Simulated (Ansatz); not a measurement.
Cartesian coordinates (Å):
SMILES: s1ccc2c1cc(C#N)c(c2)[SiH3]
```xyz
19

N      2.8964     2.8835    -0.3183
C      1.9822     2.1490    -0.2417
C      0.8846     1.2304    -0.1447
C     -0.4297     1.7260    -0.2451
C     -1.4915     0.8176    -0.1486
S     -3.2010     1.1805    -0.2410
C     -3.6032    -0.5029    -0.0227
C     -2.5028    -1.3140     0.1151
C     -1.2668    -0.5814     0.0469
C      0.0665    -1.0472     0.1438
C      1.1518    -0.1675     0.0518
Si     2.9264    -0.8201     0.1852
H     -0.6036     2.8008    -0.3953
H     -4.6600    -0.7984    -0.0094
H     -2.5637    -2.4009     0.2609
H      0.2430    -2.1239     0.2944
H      2.8351    -2.3079     0.3848
H      3.6988    -0.5261    -1.0695
H      3.6375    -0.1974     1.3532
```
Charge 0, spin multiplicity 1.

Computed with frozen-core CCSD(T)/cc-pVDZ // PBE-D3(BJ)/def2-SVP (Ansatz, a program for electronic structure). The restricted HF reference is unstable towards unrestricted orbitals.

- HF energy: -1085.81493 Ha
- MP2 correlation energy: -1.55374 Ha

Estimate the CCSD correlation energy, the (T) correction, the total energy and the T1 diagnostic.


```yaml
CCSD correlation energy: -1.60676 Ha
"(T) correction": -0.07811 Ha
CCSD(T) total energy: -1087.49981 Ha
T1 diagnostic: 0.013
```
